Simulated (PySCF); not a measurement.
**UHF on Ca⁺ (calcium, charge +1)**

Configuration: [Ar] 4s1, 2S determinant. Calculation: PySCF 2.14, in 6-31G*; the non-relativistic Hamiltonian (point nucleus).

```json
{
  "Total energy": "-676.519479 hartree",
  "One-electron energy": "-921.4946 hartree",
  "Hartree (Coulomb) energy": "280.0748 hartree",
  "Exchange energy": "-35.0997 hartree",
  "Kinetic energy": "676.38692 hartree",
  "⟨S²⟩": "0.7502",
  "⟨L²⟩": "0.000",
  "Sum of ⟨r⟩": "16.55 bohr",
  "Sum of ⟨r²⟩": "31.46 bohr²",
  "Density at the nucleus (Gaussians lack the cusp)": "5000 bohr⁻³",
  "Spin density at the nucleus": "1.58 bohr⁻³",
  "Langevin diamagnetic susceptibility": "-24.9 ×10⁻⁶ cm³/mol",
  "Time after the integrals": "0.05 s of wall time on 1 thread of Neoverse-V2 (shared host)"
}
```

| shell | electrons | mean orbital energy (hartree) | rms radius, mean of both spins (bohr) |
| --- | --- | --- | --- |
| 1s α | 1 | -149.60229 | 0.0896 |
| 1s β | 1 | -149.60016 | 0.0896 |
| 2s α | 1 | -17.07505 | 0.395 |
| 2s β | 1 | -17.07123 | 0.395 |
| 2p α | 3 | -13.88161 | 0.363 |
| 2p β | 3 | -13.88036 | 0.363 |
| 3s α | 1 | -2.49441 | 1.24 |
| 3s β | 1 | -2.48432 | 1.24 |
| 3p α | 3 | -1.58790 | 1.38 |
| 3p β | 3 | -1.58368 | 1.38 |
| 4s α | 1 | -0.41619 | 3.98 |
